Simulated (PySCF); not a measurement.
PySCF input for H2SSeTe, SMILES S[Te][SeH], TDDFT-M06-2X/def2-SVPD. Geometry optimised at PBE0-D3(BJ)/def2-SVP. The def2 effective core potentials stand for the cores of Te; spin–orbit coupling is left out. One conformer was computed; it need not be the lowest.

```python
import numpy as np
from pyscf import gto, scf, dft, tdscf

mol = gto.M(
    atom='''
    Te   -0.51128547   -0.16828305    0.66109551
    S    -2.02530212   -0.07005643   -1.21583978
    H    -2.24116617    1.26509794   -1.18063399
    Se    1.74977109    0.20389297   -0.39599405
    H     1.74062734    1.67416262   -0.27909849
    ''',
    basis='def2-SVPD',
    ecp={'Te': 'def2-svp'},
    charge=0,
    spin=0,
    max_memory=1600,
    verbose=4,
)
mf = dft.RKS(mol, xc='m06-2x').density_fit(auxbasis='def2-universal-jkfit')
mf.grids.level = 4
mf.conv_tol = 1e-9
mf.max_cycle = 100
mf.kernel()
mf.grids = dft.Grids(mol).set(level=2).build(with_non0tab=True)  # coarser grid for the response kernel
td = tdscf.TDDFT(mf)
td.singlet = True
td.nstates = 10
td.conv_tol = 1e-4
td.kernel(x0=td.get_init_guess(mf, 15))
td.analyze()
tt = tdscf.TDA(mf)
tt.singlet = False
tt.nstates = 4
tt.conv_tol = 1e-4
tt.kernel(x0=tt.get_init_guess(mf, 9))
tt.analyze(verbose=3)
```

Log of the run:

```
PySCF version 2.14.0

[INPUT] verbose = 4
[INPUT] num. atoms = 5
[INPUT] num. electrons = 76
[INPUT] charge = 0
[INPUT] spin (= nelec alpha-beta = 2S) = 0
[INPUT] symmetry False subgroup None
[INPUT] Mole.unit = angstrom
[INPUT] Symbol           X                Y                Z      unit          X                Y                Z       unit  Magmom
[INPUT]  1 Te    -0.511285470000  -0.168283050000   0.661095510000 AA   -0.966189509770  -0.318008875906   1.249289456080 Bohr   0.0
[INPUT]  2 S     -2.025302120000  -0.070056430000  -1.215839780000 AA   -3.827266326301  -0.132387465965  -2.297604195551 Bohr   0.0
[INPUT]  3 H     -2.241166170000   1.265097940000  -1.180633990000 AA   -4.235190260940   2.390688627351  -2.231074894452 Bohr   0.0
[INPUT]  4 Se     1.749771090000   0.203892970000  -0.395994050000 AA    3.306588140782   0.385301872024  -0.748320301457 Bohr   0.0
[INPUT]  5 H      1.740627340000   1.674162620000  -0.279098490000 AA    3.289308957530   3.163708839784  -0.527419707880 Bohr   0.0

nuclear repulsion = 363.020959754688
number of shells = 47
number of NR pGTOs = 218
number of NR cGTOs = 119
basis = def2-SVPD
ecp = {'Te': 'def2-svp'}


******** <class 'pyscf.df.df_jk.DFRKS'> ********
method = DFRKS
initial guess = minao
damping factor = 0
level_shift factor = 0
DIIS = <class 'pyscf.scf.diis.CDIIS'>
diis_start_cycle = 1
diis_space = 8
diis_damp = 0
SCF conv_tol = 1e-09
SCF conv_tol_grad = None
SCF max_cycles = 100
direct_scf = False
XC library pyscf.dft.libxc version 7.1.2
    S. Lehtola, C. Steigemann, M. J. T. Oliveira, and M. A. L. Marques,  SoftwareX 7, 1–5 (2018)
XC functionals = m06-2x
    Y. Zhao and D. G. Truhlar,  Theor. Chem. Acc. 120, 215 (2008)
    Y. Zhao and D. G. Truhlar,  Theor. Chem. Acc. 120, 215 (2008)
radial grids:
    Treutler-Ahlrichs [JCP 102, 346 (1995); DOI:10.1063/1.469408] (M4) radial grids

becke partition: Becke, JCP 88, 2547 (1988); DOI:10.1063/1.454033
pruning grids: <function nwchem_prune>
grids dens level: 4
symmetrized grids: False
atomic radii adjust function: <function treutler_atomic_radii_adjust>
small_rho_cutoff = 0
Set gradient conv threshold to 3.16228e-05
Initial guess from minao.
tot grids = 121880
******** <class 'pyscf.df.df.DF'> ********
auxbasis = def2-universal-jkfit
init E= -3039.56942874601
  HOMO = -0.637932000749122  LUMO = -0.595075256414714  gap/eV = 1.16619
cycle= 1 E= -3065.97441150155  delta_E= -26.4  |g|= 2.94  |ddm|= 8.84
  HOMO = -0.104408723622058  LUMO = -0.0381889121879362  gap/eV = 1.80193
cycle= 2 E= -3061.36454765265  delta_E= 4.61  |g|= 3.67  |ddm|= 10.2
  HOMO = -0.270156231300279  LUMO = -0.155831520861774  gap/eV = 3.11093
cycle= 3 E= -3067.83817748062  delta_E= -6.47  |g|= 1.18  |ddm|= 7.88
  HOMO = -0.254996609716741  LUMO = -0.120417716793158  gap/eV = 3.66208
cycle= 4 E= -3068.37469684075  delta_E= -0.537  |g|= 0.629  |ddm|= 2.68
  HOMO = -0.252285321051716  LUMO = -0.0493665243856507  gap/eV = 5.52170
cycle= 5 E= -3068.49095595777  delta_E= -0.116  |g|= 0.248  |ddm|=  1.3
  HOMO = -0.28471192010169  LUMO = -0.051037308151213  gap/eV = 6.35861
cycle= 6 E= -3068.511089249  delta_E= -0.0201  |g|= 0.0422  |ddm|= 0.37
  HOMO = -0.292990000413309  LUMO = -0.0558853848904864  gap/eV = 6.45195
cycle= 7 E= -3068.51199469546  delta_E= -0.000905  |g|= 0.0187  |ddm|= 0.101
  HOMO = -0.291586531868222  LUMO = -0.0534333987426713  gap/eV = 6.48048
cycle= 8 E= -3068.51212291963  delta_E= -0.000128  |g|= 0.00536  |ddm|= 0.0389
  HOMO = -0.291143308520289  LUMO = -0.0530825886759627  gap/eV = 6.47796
cycle= 9 E= -3068.51213844248  delta_E= -1.55e-05  |g|= 0.00144  |ddm|= 0.012
  HOMO = -0.290978472114747  LUMO = -0.0530370770061085  gap/eV = 6.47472
cycle= 10 E= -3068.5121403074  delta_E= -1.86e-06  |g|= 0.000561  |ddm|= 0.00485
  HOMO = -0.29095421392842  LUMO = -0.053051460463532  gap/eV = 6.47366
cycle= 11 E= -3068.51214052227  delta_E= -2.15e-07  |g|= 0.000123  |ddm|= 0.00149
  HOMO = -0.290964827135513  LUMO = -0.0530543717771177  gap/eV = 6.47387
cycle= 12 E= -3068.51214053911  delta_E= -1.68e-08  |g|= 3.81e-05  |ddm|= 0.000512
  HOMO = -0.290959473360185  LUMO = -0.0530517963407611  gap/eV = 6.47380
cycle= 13 E= -3068.51214054008  delta_E= -9.68e-10  |g|= 1.62e-05  |ddm|= 0.000111
  HOMO = -0.290958213180879  LUMO = -0.0530527997121358  gap/eV = 6.47374
Extra cycle  E= -3068.51214054017  delta_E= -9.6e-11  |g|= 1.28e-05  |ddm|= 5.22e-05
converged SCF energy = -3068.51214054017
tot grids = 49608


******** <class 'pyscf.tdscf.rks.TDDFT'> for <class 'pyscf.df.df_jk.DFRKS'> ********
nstates = 10 singlet
deg_eia_thresh = 1.000e-03
wfnsym = None
conv_tol = 0.0001
eigh lindep = 1e-12
eigh level_shift = 0
eigh max_cycle = 100


Excitation energies (eV)
[3.40640756 3.54912379 3.87966823 4.19221357 4.72219499 5.40664868
 5.58283629 5.6875246  6.13319635 6.31406459]

** Singlet excitation energies and oscillator strengths **
Excited State   1:      3.40641 eV    363.97 nm  f=0.0028
      38 -> 39        0.69377
Excited State   2:      3.54912 eV    349.34 nm  f=0.0009
      38 -> 40        0.68262
Excited State   3:      3.87967 eV    319.57 nm  f=0.0083
      36 -> 39        0.11904
      36 -> 40       -0.11762
      37 -> 39        0.62275
      37 -> 40       -0.24858
Excited State   4:      4.19221 eV    295.75 nm  f=0.0140
      36 -> 39       -0.45365
      36 -> 40       -0.42017
      37 -> 39        0.11502
      37 -> 40        0.26084
Excited State   5:      4.72219 eV    262.56 nm  f=0.0025
      36 -> 39        0.42004
      37 -> 39        0.12156
      37 -> 40        0.53579
Excited State   6:      5.40665 eV    229.32 nm  f=0.1319
      34 -> 39       -0.16050
      36 -> 39       -0.25307
      36 -> 40        0.48165
      37 -> 39        0.19540
      37 -> 40        0.21596
      37 -> 41        0.19539
      38 -> 41       -0.12087
Excited State   7:      5.58284 eV    222.08 nm  f=0.0524
      36 -> 40       -0.16460
      36 -> 41        0.10307
      37 -> 39       -0.13162
      37 -> 41        0.49377
      37 -> 42       -0.16771
      37 -> 45       -0.14214
      37 -> 46       -0.11786
      38 -> 41       -0.30201
Excited State   8:      5.68752 eV    217.99 nm  f=0.0213
      37 -> 41        0.30384
      38 -> 41        0.59903
      38 -> 45       -0.10206
Excited State   9:      6.13320 eV    202.15 nm  f=0.0251
      36 -> 41       -0.45238
      36 -> 42       -0.24616
      36 -> 43       -0.13766
      36 -> 47       -0.11362
      36 -> 48       -0.14720
      37 -> 41        0.10094
      37 -> 42        0.21349
      37 -> 43        0.10333
      37 -> 48        0.10659
Excited State  10:      6.31406 eV    196.36 nm  f=0.0068
      35 -> 40        0.29555
      38 -> 42       -0.53663
      38 -> 45       -0.10010
      38 -> 47       -0.13266
      38 -> 48       -0.15683

** Transition electric dipole moments (AU) **
state          X           Y           Z        Dip. S.      Osc.
  1        -0.0660      0.1145      0.1256      0.0332      0.0028
  2         0.0871      0.0138      0.0523      0.0105      0.0009
  3        -0.1864      0.0281     -0.2267      0.0869      0.0083
  4        -0.2778     -0.0776      0.2295      0.1359      0.0140
  5        -0.0346      0.0369     -0.1380      0.0216      0.0025
  6        -0.9869     -0.1394     -0.0477      0.9957      0.1319
  7         0.5760     -0.1025      0.2019      0.3831      0.0524
  8        -0.0003      0.3016      0.2487      0.1528      0.0213
  9         0.3173     -0.0235     -0.2570      0.1673      0.0251
 10         0.0988     -0.1650     -0.0826      0.0438      0.0068

WARN: ECP detected. Skipping calculation of transition velocity and magnetic dipole moments, which have not yet been implemented.



******** <class 'pyscf.tdscf.rks.TDA'> for <class 'pyscf.df.df_jk.DFRKS'> ********
nstates = 4 triplet
deg_eia_thresh = 1.000e-03
wfnsym = None
conv_tol = 0.0001
eigh lindep = 1e-12
eigh level_shift = 0
eigh max_cycle = 100


Excitation energies (eV)
[2.8118116  3.05114344 3.45014307 3.73613651]

** Triplet excitation energies and oscillator strengths **
Excited State   1:      2.81181 eV    440.94 nm  f=0.0000
Excited State   2:      3.05114 eV    406.35 nm  f=0.0000
Excited State   3:      3.45014 eV    359.36 nm  f=0.0000
Excited State   4:      3.73614 eV    331.85 nm  f=0.0000
```

The calculation finished and met its thresholds.
